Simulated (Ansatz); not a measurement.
A barrier at the coupled-cluster level

Start structure (SiNH$_{5}$ClF, closed shell), relaxed at PBE0-D4/def2-TZVP:

| atom | x (Å) | y (Å) | z (Å) |
| --- | --- | --- | --- |
| Si1 | -0.7735 | -0.6621 | -0.4822 |
| N2 | 0.8041 | -0.0556 | -0.0731 |
| H3 | -0.7689 | -1.6582 | -1.5795 |
| H4 | -1.3485 | -1.2327 | 0.7531 |
| Cl5 | -1.8828 | 0.9217 | -1.1335 |
| H6 | 0.6455 | 1.1981 | 1.1075 |
| F7 | 0.5908 | 1.8363 | 1.8086 |
| H8 | 1.3345 | 0.3558 | -0.8313 |
| H9 | 1.3989 | -0.7032 | 0.4304 |

The step: SiNH₄Cl ([NH2][SiH2][Cl]) + HF → SiH₂ClF ([F][SiH2][Cl]) + NH₃; bonds formed: Si1–F7, N2–H6; bonds broken: Si1–N2, H6–F7. Ansatz 0.2.0; basis: def2-TZVPP and def2-QZVPP; cores frozen in the correlated methods. Extrapolation: Hartree–Fock as exp(−7.88 √X), correlation as X^−2.97. Energies below are by CCSD(T) at an estimated basis limit (MP2 extrapolated from triple and quadruple zeta, plus CCSD(T) − MP2 in triple zeta).

Problem. What are the electronic barrier and the energy of the step, from the start structure to the end structure? (An estimate is asked for; the value comes from the calculation.)

Solution. The calculation gives: Barrier 83.1 kJ/mol; step energy -72.8 kJ/mol (downhill); reverse barrier, their difference, 156.0 kJ/mol. Barrier and step energy count from the start structure, the reverse barrier from the end structure.

The saddle point: One imaginary mode of 714i cm⁻¹.
```json
{"pair": "Si1–F7", "start (Å)": "3.65", "saddle (Å)": "2.14", "end (Å)": "1.61"}
{"pair": "N2–H6", "start (Å)": "1.73", "saddle (Å)": "1.20", "end (Å)": "1.01"}
{"pair": "Si1–N2", "start (Å)": "1.74", "saddle (Å)": "1.84", "end (Å)": "2.32"}
{"pair": "H6–F7", "start (Å)": "0.95", "saddle (Å)": "1.22", "end (Å)": "2.74"}
```

Zero-point energy (harmonic, PBE0-D4): ZPE is 152.4 kJ/mol at the start and 148.1 kJ/mol at the saddle, so the barrier goes from 83.1 to 78.9 kJ/mol.

T1 diagnostic: at most 0.011.

Steps of this kind, hydrogen fluoride cutting a network bond, underlie vapour etching and the fluorination step of atomic layer etching.

Labels in which every atom is bracketed show which atoms are joined, not bond orders.

For scale, one of the runs: CCSD(T)/def2-TZVPP, 216 basis functions, launched by `ansatz run in.yaml --threads 4 --pin off --events-out ev --progress --plain --max-ram 9574MiB`. Time: 72 s of wall clock on 4 CPU threads of an Arm Neoverse V1; the host was shared. Peak host memory: 3.1 GiB.
